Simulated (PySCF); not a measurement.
PySCF input file for C3H7BF2O, SMILES B(F)(CF)[C@H](O)C, PBE-D3(BJ)/def2-SVP. The structure is a stationary point at PBE-D3(BJ)/def2-SVP. The structure was generated by enumeration; whether it is a known compound was not checked. Other conformers were not sampled.

```python
import numpy as np
from pyscf import gto, scf, dft, df
from pyscf.hessian import thermo

mol = gto.M(
    atom='''
    C    -1.56498174    0.15995356   -1.01730209
    C    -0.86870888    0.41933469    0.33402687
    O    -1.67529030    0.05996641    1.44598274
    B     0.49690713   -0.37098380    0.37610101
    F     0.70053586   -1.35440308    1.25997745
    C     1.68521407   -0.07752181   -0.62849634
    F     1.43751483    1.00728516   -1.47239155
    H    -2.50021198    0.75597186   -1.09401546
    H    -1.83927671   -0.90939023   -1.12360881
    H    -0.90900836    0.45359111   -1.86045816
    H    -0.58963445    1.50806250    0.35246642
    H    -2.51337840    0.55150761    1.36605070
    H     2.62618891    0.11290624   -0.05797516
    H     1.89151091   -0.98399890   -1.24847023
    ''',
    basis='def2-SVP',
    charge=0,
    spin=0,
    max_memory=1600,
    verbose=3,
)
mf = dft.RKS(mol, xc='pbe').density_fit(auxbasis='def2-universal-jkfit')
mf.disp = 'd3bj'
mf.grids.level = 3
mf.conv_tol = 1e-11
mf.max_cycle = 100
mf.kernel()

# [left out here: the lines that compute and print the analytic Hessian (its translational invariance restored by hand, since the grid's response is missing), thermochemistry and intensities]
```

It prints:

```
converged SCF energy = -417.555497660947

WARN: DFTD3 does not support analytical Hessian, using finite difference


WARN: Mole.unit (angstrom) is changed to Bohr

Mode                                 0                   1                   2
Irrep
Freq [cm^-1]                       59.3842            101.6810            150.6237
Reduced mass [au]                   4.6197              2.4162              5.8804
Force const [Dyne/A]                0.0096              0.0147              0.0786
Char temp [K]                      85.4406            146.2963            216.7140
Normal mode                   x     y     z       x     y     z       x     y     z
       0   C                -0.01 -0.14  0.02   -0.01  0.04  0.02   -0.09 -0.03  0.04
       1   C                 0.01  0.01 -0.02   -0.00  0.01  0.02   -0.06  0.01  0.01
       2   O                 0.04  0.12  0.03    0.00 -0.01  0.01    0.02 -0.06  0.04
       3   B                -0.00 -0.01 -0.01    0.00  0.01  0.01   -0.03  0.06 -0.03
       4   F                -0.05 -0.06 -0.07   -0.03 -0.04 -0.05   -0.04  0.05 -0.03
       5   C                 0.02  0.03  0.02    0.06  0.09  0.10    0.01 -0.00 -0.00
       6   F                 0.00  0.05  0.04   -0.02 -0.07 -0.08    0.15 -0.00 -0.03
       7   H                -0.02 -0.17 -0.03    0.00  0.05  0.02   -0.14 -0.11  0.08
       8   H                 0.01 -0.16  0.13   -0.02  0.04  0.01   -0.01 -0.05  0.04
       9   H                -0.03 -0.21 -0.03   -0.00  0.03  0.02   -0.15  0.02  0.01
      10   H                -0.00  0.02 -0.14   -0.00  0.01  0.04   -0.13  0.03  0.01
      11   H                 0.03  0.10 -0.00   -0.01 -0.03  0.01   -0.02 -0.11  0.09
      12   H                -0.00  0.04  0.05   -0.06  0.36  0.22    0.01 -0.08  0.04
      13   H                 0.05  0.05 -0.00    0.34  0.05  0.26   -0.04 -0.03  0.02
Mode                                 3                   4                   5
Irrep
Freq [cm^-1]                      176.0711            229.0935            283.2741
Reduced mass [au]                   2.7034              5.4732              1.2192
Force const [Dyne/A]                0.0494              0.1692              0.0576
Char temp [K]                     253.3271            329.6146            407.5684
Normal mode                   x     y     z       x     y     z       x     y     z
       0   C                 0.15 -0.04  0.02   -0.01 -0.01  0.02   -0.04  0.01 -0.01
       1   C                 0.00  0.07  0.08   -0.04 -0.03  0.05   -0.01 -0.02 -0.01
       2   O                -0.04 -0.02  0.02   -0.13  0.06  0.01   -0.03  0.06 -0.01
       3   B                -0.00  0.07  0.04   -0.02 -0.01  0.02   -0.01 -0.03 -0.00
       4   F                -0.04 -0.01 -0.04    0.12 -0.03 -0.04    0.06 -0.02 -0.00
       5   C                -0.04 -0.00 -0.03   -0.03  0.01  0.00    0.00 -0.01  0.02
       6   F                -0.00 -0.01 -0.05    0.07  0.00 -0.03    0.00 -0.01  0.01
       7   H                 0.04 -0.21 -0.04    0.09  0.13 -0.07   -0.28 -0.34  0.26
       8   H                 0.35 -0.09 -0.02   -0.16  0.03  0.09    0.36 -0.06 -0.30
       9   H                 0.16  0.10  0.08    0.07 -0.16  0.03   -0.23  0.50  0.01
      10   H                -0.10  0.09  0.10    0.01 -0.04  0.03    0.02 -0.02 -0.04
      11   H                -0.10 -0.12 -0.06   -0.10  0.11 -0.07   -0.02  0.06 -0.05
      12   H                 0.01 -0.06 -0.10   -0.04 -0.02  0.03   -0.02  0.01  0.05
      13   H                -0.16 -0.04 -0.01   -0.04 -0.01  0.03    0.04 -0.00  0.02
Mode                                 6                   7                   8
Irrep
Freq [cm^-1]                      317.6177            387.0848            408.6268
Reduced mass [au]                   1.1273              2.7113              5.4045
Force const [Dyne/A]                0.0670              0.2394              0.5317
Char temp [K]                     456.9811            556.9288            587.9230
Normal mode                   x     y     z       x     y     z       x     y     z
       0   C                -0.04  0.01  0.04    0.05  0.01 -0.06   -0.00  0.01 -0.07
       1   C                 0.03  0.03 -0.00   -0.04 -0.07  0.00   -0.06  0.05 -0.03
       2   O                 0.01  0.03 -0.02    0.05  0.04  0.11    0.06 -0.00  0.03
       3   B                 0.03  0.01  0.01   -0.07 -0.08 -0.05   -0.04  0.07  0.00
       4   F                 0.01 -0.01 -0.00   -0.01  0.01  0.03    0.08  0.03 -0.09
       5   C                 0.02 -0.01 -0.00   -0.06  0.01 -0.02   -0.03 -0.04  0.07
       6   F                -0.01 -0.01  0.02    0.03  0.03 -0.03   -0.03 -0.07  0.08
       7   H                -0.02  0.05  0.10    0.09  0.05 -0.18    0.02  0.03 -0.18
       8   H                -0.09  0.02  0.10    0.04  0.03 -0.23   -0.00  0.01 -0.06
       9   H                -0.10 -0.03 -0.02    0.20  0.07  0.07    0.08 -0.03 -0.02
[...]
       6   F                -0.00 -0.01  0.01   -0.01  0.01  0.00    0.00 -0.00  0.00
       7   H                 0.01  0.05 -0.00    0.04  0.10  0.06    0.07  0.17  0.10
       8   H                 0.13 -0.02 -0.08    0.19 -0.04 -0.06    0.37 -0.06 -0.23
       9   H                 0.04 -0.11  0.01    0.05 -0.13  0.01    0.01 -0.33 -0.07
      10   H                -0.24  0.04  0.17   -0.11  0.01  0.07   -0.12  0.00  0.12
      11   H                -0.06 -0.07  0.15   -0.05 -0.05  0.10   -0.10 -0.10  0.22
      12   H                -0.17  0.14  0.30    0.16 -0.59 -0.08    0.01  0.22 -0.10
      13   H                -0.36 -0.13  0.02    0.44 -0.16  0.38   -0.05  0.11 -0.17
Mode                                27                  28                  29
Irrep
Freq [cm^-1]                     1423.3238           1445.6499           2848.0886
Reduced mass [au]                   1.0419              1.4433              1.0795
Force const [Dyne/A]                1.2436              1.7772              5.1591
Char temp [K]                    2047.8460           2079.9684           4097.7654
Normal mode                   x     y     z       x     y     z       x     y     z
       0   C                -0.02 -0.04  0.01   -0.02  0.01 -0.01   -0.00 -0.00  0.00
       1   C                 0.00 -0.02  0.01   -0.12  0.04  0.02    0.02  0.08  0.00
       2   O                 0.00  0.00 -0.00    0.02 -0.02  0.01    0.00  0.00 -0.00
       3   B                -0.01 -0.00  0.00    0.06 -0.06  0.03    0.00  0.00  0.00
       4   F                 0.00  0.00 -0.00   -0.01  0.02 -0.02    0.00 -0.00  0.00
       5   C                 0.00 -0.00  0.00   -0.00  0.00 -0.00   -0.00 -0.00 -0.00
       6   F                -0.00  0.00 -0.00    0.00  0.00 -0.00    0.00 -0.00 -0.00
       7   H                 0.31  0.43 -0.36    0.15  0.29  0.29   -0.02  0.01 -0.00
       8   H                 0.29 -0.13  0.31    0.43 -0.09 -0.15    0.01  0.03  0.00
       9   H                -0.37  0.43 -0.11   -0.02 -0.32 -0.12    0.01  0.00 -0.00
      10   H                -0.06 -0.01 -0.05    0.19 -0.02 -0.12   -0.21 -0.94 -0.03
      11   H                -0.01 -0.01  0.03    0.12  0.12 -0.25    0.00 -0.00 -0.00
      12   H                 0.00  0.01 -0.00   -0.03  0.01  0.04   -0.00 -0.00  0.00
      13   H                -0.00  0.00 -0.01   -0.04 -0.01  0.01   -0.00  0.01  0.00
Mode                                30                  31                  32
Irrep
Freq [cm^-1]                     2928.5146           2957.4873           2972.8960
Reduced mass [au]                   1.0595              1.0378              1.1012
Force const [Dyne/A]                5.3537              5.3483              5.7341
Char temp [K]                    4213.4806           4255.1657           4277.3355
Normal mode                   x     y     z       x     y     z       x     y     z
       0   C                -0.00 -0.00 -0.00   -0.04  0.00 -0.03    0.00 -0.00 -0.00
       1   C                 0.00  0.00  0.00   -0.00  0.00  0.00    0.00  0.00  0.00
       2   O                -0.00 -0.00  0.00    0.00  0.00 -0.00    0.00 -0.00 -0.00
       3   B                 0.00  0.00 -0.00    0.00 -0.00 -0.00    0.00  0.00  0.00
       4   F                -0.00 -0.00  0.00   -0.00  0.00 -0.00   -0.00 -0.00 -0.00
       5   C                -0.05  0.04  0.01    0.00 -0.00  0.00    0.04  0.05  0.06
       6   F                -0.00  0.00 -0.00    0.00  0.00  0.00   -0.00 -0.00 -0.00
       7   H                 0.01 -0.00  0.00    0.60 -0.39  0.04   -0.01  0.00 -0.00
       8   H                 0.00  0.01  0.00    0.11  0.50  0.04    0.00  0.00  0.00
       9   H                -0.00 -0.00  0.01   -0.27 -0.11  0.33   -0.00 -0.00  0.00
      10   H                -0.00 -0.01 -0.00   -0.00 -0.01 -0.00   -0.00 -0.01 -0.00
      11   H                -0.00  0.00  0.00    0.00 -0.00 -0.00   -0.00 -0.00  0.00
      12   H                 0.52  0.12  0.33   -0.01 -0.00 -0.01   -0.62 -0.13 -0.35
      13   H                 0.12 -0.59 -0.42   -0.00  0.01  0.01    0.13 -0.48 -0.35
Mode                                33                  34                  35
Irrep
Freq [cm^-1]                     3041.8451           3077.8328           3688.5855
Reduced mass [au]                   1.1009              1.1035              1.0665
Force const [Dyne/A]                6.0018              6.1590              8.5494
Char temp [K]                    4376.5378           4428.3161           5307.0533
Normal mode                   x     y     z       x     y     z       x     y     z
       0   C                 0.05 -0.07 -0.02    0.06  0.05 -0.05    0.00 -0.00 -0.00
       1   C                 0.00 -0.00 -0.00    0.00  0.00 -0.00   -0.00  0.00 -0.00
       2   O                -0.00  0.00  0.00   -0.00 -0.00  0.00   -0.05  0.03 -0.00
       3   B                -0.00 -0.00 -0.00   -0.00  0.00 -0.00    0.00 -0.00  0.00
       4   F                -0.00  0.00 -0.00    0.00 -0.00  0.00    0.00 -0.00  0.00
       5   C                -0.00 -0.00 -0.00    0.00 -0.00 -0.00   -0.00  0.00 -0.00
       6   F                 0.00  0.00  0.00    0.00  0.00  0.00    0.00 -0.00  0.00
       7   H                -0.53  0.33 -0.04   -0.09  0.08 -0.01   -0.00  0.00  0.00
       8   H                 0.17  0.61  0.05   -0.11 -0.48 -0.05   -0.00  0.00  0.00
       9   H                -0.18 -0.10  0.24   -0.47 -0.21  0.61    0.00  0.00 -0.00
      10   H                 0.00  0.03  0.00   -0.01 -0.02 -0.00    0.00  0.00 -0.00
      11   H                -0.00  0.00  0.00    0.00  0.00  0.00    0.83 -0.48  0.07
      12   H                 0.00  0.00  0.00   -0.00  0.00 -0.00    0.00  0.00  0.00
      13   H                -0.00  0.01  0.01   -0.00  0.00  0.00   -0.00 -0.00  0.00
temperature 298.1500 [K]
pressure 101325.00 [Pa]
Rotational constants [GHz] 3.16158 1.96770 1.36262
Symmetry number 1
Zero-point energy (ZPE) 0.10348 [Eh]   271673.836 [J/mol]
                           tot       elec      trans        rot        vib
Entropy [J/mol/K]       377.844      0.000    167.128    117.277     93.440
Cv [J/mol/K]            123.194      0.000     12.472     12.472     98.251
Cp [J/mol/K]            131.509      0.000     20.786     12.472     98.251
Internal energy [J/mol]                      3718.434   3718.434 286794.533
Internal energy [Eh]   -417.44343  -417.55550
Enthalpy [J/mol]                             6197.391   3718.434 286794.533
Enthalpy [Eh]          -417.44249
Gibbs free energy [J/mol]                  -43631.750 -31247.621 258935.478
Gibbs free energy [Eh] -417.48539
mode   freq/cm-1   IR/(km/mol)
   1       59.38         0.775
   2      101.68         6.087
   3      150.62         5.604
   4      176.07         0.308
   5      229.09         1.558
   6      283.27         0.770
   7      317.62        92.409
   8      387.08        32.536
   9      408.63         8.070
  10      461.29         1.479
  11      527.34        19.015
  12      654.24         1.672
  13      801.66         9.158
  14      883.89        11.809
  15      967.19        11.318
  16     1021.34        78.654
  17     1048.58        30.731
  18     1075.67       101.223
  19     1137.78         4.053
  20     1186.38        29.867
  21     1199.02         7.709
  22     1246.11       113.360
  23     1267.53        45.826
  24     1321.72         3.454
  25     1354.14        56.954
  26     1375.88         3.469
  27     1392.88        50.846
  28     1423.32         7.675
  29     1445.65        39.652
  30     2848.09        44.654
  31     2928.51        19.026
  32     2957.49        24.550
  33     2972.90        14.419
  34     3041.85        17.758
  35     3077.83         5.801
  36     3688.59        10.441
max |gradient| / (hartree/bohr): 0.000353902648511443
APT charges: [ 0.0011  0.1847 -0.5478  0.9514 -0.5177  0.2028 -0.4286 -0.0318 -0.008
  0.0353 -0.0541  0.221  -0.005  -0.0032]
```

The run converged.

Cost: about 5 core-minutes (a rough figure).
